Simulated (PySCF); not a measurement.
C3H3N, SMILES C=CC#N. Atoms are numbered in the order given.

```xyz
7

C     -0.3584    -1.6119     0.0000
C      0.5044    -0.5856     0.0000
C      0.0919     0.7861     0.0000
N     -0.2255     1.9030     0.0000
H     -1.4394    -1.4519     0.0000
H      0.0045    -2.6422     0.0000
H      1.5857    -0.7581     0.0000
```
Charge 0, spin multiplicity 1.

The structure is a stationary point at B3LYP-D3(BJ)/def2-SVP.

Two levels are set side by side: PBE/pcSseg-2 (PySCF) and PBE0/pcSseg-2 (PySCF). GIAO shifts against NH3 (¹⁵N), TMS (¹H), TMS (¹³C) at the same level; non-relativistic, no solvent, atoms listed together averaged. Differences are taken from unrounded values.

```tsv
quantity	PBE
δ(¹³C) of C1 (ppm)	149.2
δ(¹³C) of C2 (ppm)	120.6
δ(¹³C) of C3 (ppm)	126.0
δ(¹⁵N) of N4 (ppm)	322.7
δ(¹H) of H7 (ppm)	6.11
```

Question: These are the PBE values. What does PBE0 give? (The exact figures need the calculation; the answer reports its results.)

Answer: 
```
quantity             PBE0  PBE minus PBE0
------------------  -----  --------------
δ(¹³C) of C1 (ppm)  152.0            -2.8
δ(¹³C) of C2 (ppm)  122.2            -1.6
δ(¹³C) of C3 (ppm)  126.8            -0.8
δ(¹⁵N) of N4 (ppm)  323.7            -0.9
δ(¹H) of H7 (ppm)    6.12           -0.01
```

Here PBE gives about what the other level gives.

Rough cost on one machine, each run with all the roots and properties that it gave: PBE0 against PBE within a factor of 2.
